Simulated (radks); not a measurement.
Values are calculated unless marked as measured or tabulated.
Valence configurations of Pb2+. Code: a radial shooting solver on a logarithmic mesh with Libxc functionals. Model: Dirac Kohn-Sham, PBEsol, spin-unpolarised, spherical densities, finite nucleus; open shells are shared between the two j in proportion to 2j + 1; Fermi nuclear charge, rms radius 5.5012 fm. Energies are relative to [Hg]; eigenvalues in eV.

| valence | E (eV) | e(4f5/2) | e(4f7/2) | e(5d3/2) | e(5d5/2) | e(6p1/2) |
|---|---|---|---|---|---|---|
| [Hg] | 0.000 | -152.19 | -147.15 | -39.446 | -36.826 | - |
| [Xe] 4f14 5d10 6s1 6p1 | 10.272 | -153.97 | -148.94 | -41.090 | -38.448 | -19.842 |
| [Xe] 4f14 5d9.5 6s2 6p0.5 | 10.636 | -155.37 | -150.34 | -41.877 | -39.192 | -19.896 |
| [Xe] 4f14 5d9 6s2 6p1 | 22.009 | -158.57 | -153.53 | -44.287 | -41.536 | -20.880 |
| [Xe] 4f14 5d8 6s2 6p2 | 47.001 | -164.99 | -159.95 | -49.048 | -46.167 | -22.743 |
| [Xe] 4f13 5d10 6s2 6p1 | 140.86 | -172.14 | -166.96 | -46.240 | -43.313 | -21.077 |
| [Xe] 4f13 5d9 6s1 6p3 | 179.47 | -180.36 | -175.18 | -52.640 | -49.562 | -23.792 |
| [Xe] 4f13 5d8 6s2 6p3 | 197.47 | -185.31 | -180.12 | -55.968 | -52.779 | -24.754 |
| [Xe] 4f12 5d10 6s2 6p2 | 299.98 | -192.74 | -187.41 | -53.231 | -49.995 | -23.188 |
| [Xe] 4f12 5d10 6s1 6p3 | 312.03 | -194.41 | -189.08 | -54.749 | -51.494 | -24.017 |

NIST lists [Hg] as the ground configuration; this level of theory agrees among the configurations tried. The energies are those of spherical spin-averaged densities, not of single terms.
